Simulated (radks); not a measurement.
Question: The potassium anion K-, [Ar] 4s2, held by a Watson sphere: a shell of charge +1.21 at radius R that stands for the Madelung well of a crystal (potential energy -1.21/R inside, -1.21/r outside, in hartree with lengths in bohr). All-electron calculation, scalar-relativistic Kohn-Sham, LDA (Slater exchange, VWN5 correlation), spin-polarised, spherical densities, finite nucleus; Fermi nuclear charge, rms radius of each element as measured or else 0.836 A^(1/3) + 0.57 fm. Program: a radial shooting solver on a logarithmic mesh with Libxc functionals. Response by self-consistent Sternheimer equations with the Hartree and adiabatic LDA kernel, the relativistic mass of each level held fixed and spin-orbit coupling left out. The sphere does not respond.

R (bohr)  e(3s) (eV)  e(3p) (eV)  e(4s) (eV)  <r> 4s (bohr)  sum of <r^2> (bohr^2)  X-ray form factor at sin(theta)/lambda = 0.2 1/angstrom  alpha (bohr^3)
2.73         -38.677     -22.405      -4.895          4.050                  57.39                                                   13.635           144.1
3.1          -37.735     -21.465      -4.782          4.152                  59.28                                                   13.629           156.4
3.53         -36.941     -20.663      -4.617          4.292                  61.89                                                   13.634           175.6
3.86         -36.489     -20.203      -4.474          4.408                  64.11                                                   13.643           193.4
4.37         -35.974     -19.677      -4.243          4.591                  67.79                                                   13.659           225.7
4.43         -35.925     -19.626      -4.216          4.613                  68.23                                                   13.661           229.8

Estimate the row for R = 3.09 bohr.

Answer: e(3s) (eV) -37.757; e(3p) (eV) -21.487; e(4s) (eV) -4.786; <r> 4s (bohr) 4.149; sum of <r^2> (bohr^2) 59.23; X-ray form factor at sin(theta)/lambda = 0.2 1/angstrom 13.629; alpha (bohr^3) 156.0.
